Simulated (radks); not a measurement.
All-electron atom: Pb68+ in [Ne] 3s2 3p2. All-electron calculation, Dirac Kohn-Sham, exchange-only LDA, spin-unpolarised, spherical densities, finite nucleus; open shells fill j = l - 1/2 first; Fermi nuclear charge, rms radius 5.5012 fm. Program: a radial shooting solver on a logarithmic mesh with Libxc functionals.

Unscreened Slater integrals over Kohn-Sham orbitals (cm^-1). Large and small components are both included. Empty in this configuration: 3p3/2.

| integral | value |
|---|---|
| F0(3p1/2,3p1/2) | 1314300 |
| F0(3p1/2,3s1/2) | 1263800 |
| G1(3p1/2,3s1/2) | 773460 |
| F0(3p1/2,2p3/2) | 1710600 |
| G2(3p1/2,2p3/2) | 189970 |
| F0(3p1/2,2p1/2) | 1769000 |
| G0(3p1/2,2p1/2) | 209320 |
| F0(3p1/2,3p3/2) | 1256500 |
| G2(3p1/2,3p3/2) | 595680 |
| F0(3s1/2,3s1/2) | 1224200 |
| F0(3s1/2,2p3/2) | 1594600 |
| G1(3s1/2,2p3/2) | 166160 |
| F0(3s1/2,2p1/2) | 1638800 |
| G1(3s1/2,2p1/2) | 170600 |
| F0(3s1/2,3p3/2) | 1214600 |
| G1(3s1/2,3p3/2) | 780540 |
| F0(2p3/2,2p3/2) | 3179900 |
| F2(2p3/2,2p3/2) | 1513700 |
| F0(2p3/2,2p1/2) | 3405500 |
| G2(2p3/2,2p1/2) | 1460000 |
| F0(2p3/2,3p3/2) | 1597100 |
| F2(2p3/2,3p3/2) | 427450 |
| G0(2p3/2,3p3/2) | 172580 |
| G2(2p3/2,3p3/2) | 189930 |
| F0(2p1/2,2p1/2) | 3705800 |
| F0(2p1/2,3p3/2) | 1644700 |
| G2(2p1/2,3p3/2) | 184170 |
| F0(3p3/2,3p3/2) | 1208300 |
| F2(3p3/2,3p3/2) | 597970 |
